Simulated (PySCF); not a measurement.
# TcSF2, quartet: computed properties

These are results of UB3LYP/[Tc def2-SVP with ECP28, S def2-SVP, F def2-SVP], scalar-relativistic core potentials, density fitting, no spin–orbit coupling, PySCF, not measurements.

The structure is a minimum.

```json
{
 "Point group": "C2v",
 "Bond lengths": "Tc–F 1.853 Å (×2), Tc–S 2.097 Å",
 "Bond angles": "F–Tc–F 134.6°, F–Tc–S 112.7° (×2)",
 "Lowest empty level (β)": "-4.22 eV",
 "Zero-point energy": "14.5 kJ/mol",
 "Dipole moment": "0.27 D",
 "Principal quadrupole moments (Buckingham, traceless) about the centre of mass": "-6.87, 1.56, 5.32 D Å",
 "Enthalpy at 298.15 K above 0 K": "15.87 kJ/mol",
 "Principal polarisabilities": "31.7, 39.4, 65.6 bohr³",
 "Highest occupied level (α)": "-6.81 eV",
 "Rotational constants": "0.1519, 0.1119, 0.06445 cm⁻¹",
 "Entropy at 298.15 K and 1 bar (electronic part: spin only)": "326.7 J/(mol K)",
 "Spin squared ⟨S²⟩": "3.778",
 "Atomisation energy without zero-point energy": "1358 kJ/mol",
 "Rotational symmetry number": "2",
 "Heat capacity Cp at 298.15 K": "68.8 J/(mol K)"
}
```

Harmonic modes (masses in u: Tc 98.907, S 31.972, F 18.998):
```tsv
symmetry	ω (cm⁻¹)	IR (km/mol)	type
b1	145	13.4	bend
a1	177	3.0	bend
b2	180	0.1	bend
a1	553	13.9	stretch
a1	658	93.8	stretch
b2	712	138	stretch
```

In C2v the vibrations span b1 + 3a1 + 2b2. Here b1 is antisymmetric to the molecular plane and b2 lies in it.

Charges (e):
```json
{"atom": "Tc1", "Mulliken": "0.76", "Löwdin": "0.00", "polar tensor": "1.44", "spin (Mulliken)": "2.60", "Mayer order to Tc1": "–"}
{"atom": "S2", "Mulliken": "-0.06", "Löwdin": "0.30", "polar tensor": "-0.33", "spin (Mulliken)": "0.25", "Mayer order to Tc1": "2.28"}
{"atom": "F3,4", "Mulliken": "-0.35", "Löwdin": "-0.15", "polar tensor": "-0.56", "spin (Mulliken)": "0.07", "Mayer order to Tc1": "0.99"}
```

Mulliken populations on Tc1 (electrons outside its core potential): s 2.42, p 6.45, d 5.34, f 0.03.

Outer orbital energies (eV). α occupied: -12.22, -11.73, -10.23, -10.20, -8.54, -8.30, -7.99, -6.81; empty: -3.69, -3.08, -0.47, -0.12. β occupied: -13.01, -12.00, -11.98, -11.68, -11.52, -9.71, -8.57, -8.46; empty: -4.22, -3.64, -3.51, -2.80.

Formally Tc is in oxidation state +4, d3, with 3 unpaired electrons (the high-spin count). The Mulliken spin on Tc is 2.60. The polar-tensor charge on Tc, 1.44, is far below the formal one.

Only a few start shapes were tried, so a lower isomer may exist. Other spin states or occupations of the open shell can lie lower.

The final relaxation and frequency run took roughly 2.1 core-minutes on a shared host.
